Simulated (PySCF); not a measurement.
CsF, SMILES [F][Cs].

Coordinates come from a PBE0-D3(BJ)/def2-TZVPD optimisation. The def2 effective core potentials stand for the cores of Cs; spin–orbit coupling is left out.

These are PBE0-D3(BJ)/def2-TZVPD run with PySCF 2.14.0 values and carry that method's errors.

Frequencies are harmonic and unscaled.

```json
[
 {"mode": "1", "ν (cm⁻¹)": "354", "IR (km/mol)": "131.4", "Raman (Å⁴/amu)": "0.7", "depolarisation": "0.00", "moving atoms (share of kinetic energy)": "F 87 %, Cs 13 %"}
]
```
